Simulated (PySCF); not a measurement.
Compound: C8H6F2.
Numbering: `[F:1]/[CH:2]=[CH:3]/[c:4]1[cH:5][cH:6][c:7]([F:8])[cH:9][cH:10]1` (hydrogens: H11 on C2; H12 on C3; H13 on C5; H14 on C6; H15 on C9; H16 on C10)

Computed with TDDFT PBE0/def2-SVPD, vertical, gas phase, core orbitals frozen in the response in PySCF. Geometry: GFN2-xTB, one conformer, isolated molecule. Torsions of this conformer, `[F:1]/[CH:2]=[CH:3]/[c:4]1[cH:5][cH:6][c:7]([F:8])[cH:9][cH:10]1`: C2–C3–C4–C5 180°.

```
state  λ (nm)  E (eV)       f  symmetry  main configurations (H = HOMO, L = LUMO)
   S1   262.9    4.72   0.103        A′                    H→L (53%), H→L+1 (36%)
   S2   243.1    5.10   0.292        A′       H→L (43%), H→L+1 (39%), H-1→L (17%)
   S3   204.2    6.07   0.209        A′                  H-1→L (63%), H→L+1 (22%)
   S4   193.7    6.40  0.0012         –                               H→L+2 (98%)
   S5   190.0    6.53   0.068        A′   H-2→L (65%), H→L+4 (19%), H-1→L+1 (13%)
   S6   189.4    6.55  0.0008         –                               H→L+3 (96%)
```

Triplets (Tamm–Dancoff): T1 3.11 eV, H→L (89%); T2 4.14 eV, H→L+1 (90%).

The lowest singlet lies at 4.72 eV (263 nm, ultraviolet) and is of moderate strength; its leading configuration is HOMO→LUMO (53%). The strongest level in the table is S2 at 5.10 eV (243 nm, f = 0.292). Löwdin shares by element: HOMO carbon 58% or more (atoms not listed hold the other 42%); LUMO carbon 56% or more (atoms not listed hold the other 44%). Weighted by f, the mean energy of these states is 5.49 eV. The oscillator strengths of these states sum to 0.675; summed over the whole spectrum of an exact calculation they would give the number of electrons, 72 (Thomas–Reiche–Kuhn). Orbital energies (eV): HOMO-3 -10.06, HOMO-2 -8.80, HOMO-1 -7.92, HOMO -6.63, LUMO -1.26, LUMO+1 -0.69, LUMO+2 0.83. Symmetry labels in Cs follow from the direction of the transition dipole and are given only for states with f of 0.002 or more. The window holds the lowest 6 singlets.

The run took 62 s wall (grids of density and orbitals included) on one thread of an Arm Neoverse V1, no GPU, on a shared host, and the process peaked at 1.0 GiB of memory.
